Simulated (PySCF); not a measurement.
# Structure elucidation problem

The spectra below were simulated for a compound C5H7FO2.

$^{1}$H NMR (400 MHz, computed): δ 6.07 (dd, J = 36.9, 1.6 Hz, 1H), 5.40 (dd, J = 9.3, 1.6 Hz, 1H), 3.95 (q, J = 8.2 Hz, 2H), 1.38 (t, J = 8.2 Hz, 3H).

$^{13}$C{$^{1}$H} NMR (computed): δ 164.9 (C, d, J = 31.2 Hz), 162.9 (C, d, J = 354.0 Hz), 109.7 (CH2, d, J = 14.4 Hz), 62.2 (CH2), 15.0 (CH3).

[PySCF 2.14: couplings computed with B3LYP/pcJ-1 (spin–dipole term only in couplings to heteroatoms); GIAO PBE0/pcSseg-1 shieldings; structure optimised with PBE0-D3(BJ)/def2-SVP; one averaged value for each set of equivalent atoms; in vacuum; non-relativistic Hamiltonian; a single conformation]

δ = σ(ref) − σ, references computed at the same level: TMS for $^{1}$H, $^{13}$C.

Problem. What is the structure?

Solution. 
1. Rings plus π bonds: 2 (no ring in the answer).
2. 5 carbon signals for 5 carbons: no two carbons are equivalent.
3. Carbon types of the structure: 2 × C, 2 × CH2, 1 × CH3, which accounts for all hydrogens.
4. δC 164.9: ester carbonyl carbon; lone-pair donation from the attached heteroatom keeps it upfield of a ketone carbonyl.
5. δC 162.9: α carbon of a C=C–C=O unit; an sp2 carbon of a C=C bond.
6. δC 109.7: β carbon of a C=C–C=O unit.
7. δC 62.2: sp3 CH2 bonded to O; deshielded by the electronegative neighbour.
8. δC 15.0: methyl carbon; a saturated carbon with 1 carbon neighbour and no heteroatom attached.
9. δH 6.07, 5.40: hydrogen on a β carbon of a C=C–C=O unit; olefinic region.
10. δH 3.95: hydrogen on an sp3 CH2 bonded to O; its carbon carries O, which withdraws density.
11. The protons at 3.95 and 1.38 share a coupling of 8.2 Hz (vicinal).

The compound is CH2=CFCOOEt (SMILES C=C(F)C(=O)OCC).

The data come from this structure; uniqueness wasn't tested.

C–F couplings over four or more bonds (about 3 Hz to the para carbon of a fluoroarene) are left out. Common functionals overestimate the size of one-bond C–F couplings by tens of Hz; these are unscaled. Splittings below 1 Hz are ignored in the labels, and close J values are merged. Unscaled 3J(H,H) at this level run about 10 % above measured values. Shifts are as computed. Against solution values, carbons near 30 ppm lie about +2 ppm off and those near 130 ppm about +5 ppm. Of 1211 compounds with measured shifts, 218 miss one by over three times the rms of a fit or turn the order of signals round; such compounds aren't used in these exercises.
